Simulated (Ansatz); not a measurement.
Compare A (`CC(C)[O][MgH]`) with its isomer B (`C[CH2][Mg][O]C`).

Gas-phase electronic energies from Ansatz, PBE0-D4/def2-TZVP geometries. CCSD(T)/CBS is the MP2 limit (def2-TZVPP, def2-QZVPP) plus CCSD(T) − MP2 in def2-TZVPP, frozen cores. DFT in def2-TZVPP. For Mg outer-core shells are correlated without core-valence functions, which leaves a few kJ/mol of doubt a bond. Each species was taken in one conformer, which may not be the lowest.

Task: Which is lower in electronic energy at CCSD(T)/CBS, and by how much? (Estimate.)

Result: Computed: A, by 21.4 kJ/mol.

Task: Give E(B) − E(A) in kJ/mol with CCSD(T)/def2-TZVPP, CCSD/def2-TZVPP, PBE0-D4, r2SCAN-D4, MP2/def2-TZVPP, HF/def2-TZVPP, PBE-D4. (Best estimate.)

Result: The calculation gave: CCSD(T)/def2-TZVPP 24.9, CCSD/def2-TZVPP 24.6, PBE0-D4 23.9, r2SCAN-D4 25.9, MP2/def2-TZVPP 21.7, HF/def2-TZVPP 29.8, PBE-D4 19.8. None reverses the order clearly.

Largest T1 diagnostic: 0.011.

Leaving LDA and LC-ωPBE aside and taking each functional with its dispersion term where it has one, the values, not all of them listed here, spread over 26.7 kJ/mol, from B2PLYP to B97M-V. LDA lies +18.8 kJ/mol from PBE without D4. The D4 term adds +8.8 kJ/mol with B3LYP and +4.8 kJ/mol with PBE0; it sums over pairs of atoms, weighted by their polarisabilities, and B3LYP, whose exchange is more repulsive, gets the larger term.

B3LYP here is the variant with VWN-RPA as its local correlation; programs differ in this.
